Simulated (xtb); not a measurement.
F (SMILES [F-]), charge -1, singlet; GFN2-xTB run with xtb 6.7.1.

Here is a job for xtb.
```
$ xtb mol.xyz --gfn 2 --chrg -1 --ohess --json

# file mol.xyz
1

F      0.00000000     0.00000000     0.00000000
```

### Question
What does xtb print? Leave out banner, timings and long lists.

### Answer

```
   ID    Z sym.   atoms
    1    9 F      1

           -------------------------------------------------
          |                Calculation Setup                |
           -------------------------------------------------

           -------------------------------------------------
          |                 G F N 2 - x T B                 |
           -------------------------------------------------

          ...................................................
          :                      SETUP                      :
          :.................................................:
          :  # basis functions                   4          :
          :  # atomic orbitals                   4          :
          :  # shells                            2          :
          :  # electrons                         8          :
          :  max. iterations                   250          :
          :  Hamiltonian                  GFN2-xTB          :
          :  restarted?                      false          :
          :  GBSA solvation                  false          :
          :  PC potential                    false          :
          :  electronic temp.          300.0000000     K    :
          :  accuracy                    1.0000000          :
          :  -> integral cutoff          0.2500000E+02      :
          :  -> integral neglect         0.1000000E-07      :
          :  -> SCF convergence          0.1000000E-05 Eh   :
          :  -> wf. convergence          0.1000000E-03 e    :
          :  Broyden damping             0.4000000          :
          :  net charge                         -1          :
          :  unpaired electrons                  0          :
          ...................................................

 iter      E             dE          RMSdq      gap      omega  full diag
   1     -4.9096355 -0.490964E+01  0.404E+00    0.00       0.0  T
   2     -4.9096355  0.000000E+00  0.323E+00    0.00       0.0  T
   3     -4.9096355  0.000000E+00  0.249E+00    0.00       0.0  T
   4     -4.9096355  0.000000E+00  0.199E+00    0.00       0.0  T
   5     -4.9096355  0.000000E+00  0.159E+00    0.00       0.0  T
   6     -4.9096355  0.000000E+00  0.127E+00    0.00       0.0  T
   7     -4.9096355  0.000000E+00  0.102E+00    0.00       0.0  T
   8     -4.9096355  0.000000E+00  0.816E-01    0.00       0.0  T
   9     -4.9096355  0.000000E+00  0.652E-01    0.00       0.0  T
[...]
         :: total energy              -4.909635517990 Eh    ::
         :: total energy              -4.909635517990 Eh    ::
[...]
          :  rotational number                       1      :
          :  scaling factor                  1.0000000      :
          :  rotor cutoff                   50.0000000 cm⁻¹ :
          :  imag. cutoff                  -20.0000000 cm⁻¹ :
          :.................................................:

    mode    ω/cm⁻¹     T·S(HO)/kcal·mol⁻¹    T·S(FR)/kcal·mol⁻¹   T·S(vib)
   ------------------------------------------------------------------------
   ------------------------------------------------------------------------

   temp. (K)  partition function   enthalpy   heat capacity  entropy
                                   cal/mol     cal/K/mol   cal/K/mol   J/K/mol
 298.15  VIB   1.00                    0.000      0.000      0.000
         ROT   1.00                    0.000      0.000      0.000
         INT   1.00                    0.000      0.000      0.000
         TR   0.801E+26             1481.254      4.968     34.752
         TOT                        1481.2539     4.9681    34.7517   145.4011

       T/K    H(0)-H(T)+PV         H(T)/Eh          T*S/Eh         G(T)/Eh
   ------------------------------------------------------------------------
    298.15    0.236053E-02    0.236053E-02    0.165117E-01   -0.141511E-01
   ------------------------------------------------------------------------

         :::::::::::::::::::::::::::::::::::::::::::::::::::::
         ::                  THERMODYNAMIC                  ::
         :::::::::::::::::::::::::::::::::::::::::::::::::::::
         :: total free energy          -4.923786642928 Eh   ::
         ::.................................................::
         :: total energy               -4.909635517990 Eh   ::
         :: zero point energy           0.000000000000 Eh   ::
         :: G(RRHO) w/o ZPVE           -0.014151124938 Eh   ::
         :: G(RRHO) contrib.           -0.014151124938 Eh   ::
         :::::::::::::::::::::::::::::::::::::::::::::::::::::

optimized geometry written to: xtbopt.xyz

           -------------------------------------------------
          | TOTAL ENERGY               -4.909635517990 Eh   |
          | TOTAL ENTHALPY             -4.907274989611 Eh   |
          | TOTAL FREE ENERGY          -4.923786642928 Eh   |
          | GRADIENT NORM               0.000000000000 Eh/α |
          | HOMO-LUMO GAP               0.797626531377 eV   |
           -------------------------------------------------

normal termination of xtb
```
